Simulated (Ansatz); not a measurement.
Reaction (ligand exchange at a B–N bond): `CNB(C)O` + `OCS` → `CB(O)SCO` + CH₃NH₂

Gas-phase electronic energies from Ansatz, PBE0-D4/def2-TZVP geometries. CCSD(T)/CBS is the MP2 limit (def2-TZVPP, def2-QZVPP) plus CCSD(T) − MP2 in def2-TZVPP, frozen cores. DFT in def2-TZVPP. B3LYP here is the variant with VWN-RPA as its local correlation; programs differ in this. One conformer a species, not always the lowest.

**Question.** Is it downhill or uphill in electronic energy at CCSD(T)/CBS, and by how much? (An estimate is asked.)

**Answer.** Computed: Uphill: ΔE = +29.6 kJ/mol.

**Question.** What do these levels give: B3LYP-D4, ωB97X-V, ωB97M-V, PBE, B3LYP, HF/def2-TZVPP, MP2/def2-TZVPP, CCSD/def2-TZVPP, CCSD(T)/def2-TZVPP, HF/def2-QZVPP, SCS-MP2/def2-QZVPP, CCSD/CBS(def2)? (Best estimate.)

**Answer.** Computed: B3LYP-D4 31.7, ωB97X-V 30.2, ωB97M-V 31.6, PBE 25.0, B3LYP 36.3, HF/def2-TZVPP 43.8, MP2/def2-TZVPP 27.3, CCSD/def2-TZVPP 34.8, CCSD(T)/def2-TZVPP 30.8, HF/def2-QZVPP 44.8, SCS-MP2/def2-QZVPP 30.9, CCSD/CBS(def2) 33.6 kJ/mol.

Largest T1 diagnostic among the species: 0.012.

The D4 term adds −4.6 kJ/mol with B3LYP and −2.6 kJ/mol with PBE0; it sums over pairs of atoms, weighted by their polarisabilities, and B3LYP, whose exchange is more repulsive, gets the larger term. In def2-TZVPP, CCSD(T) changes the Hartree–Fock value by −13.1 kJ/mol (the triples alone add −4.1 kJ/mol) and MP2 by −16.5 kJ/mol. From PBE to PBE0 (25 % exact exchange), in def2-TZVPP and without D4, ΔE moves by +3.8 kJ/mol.
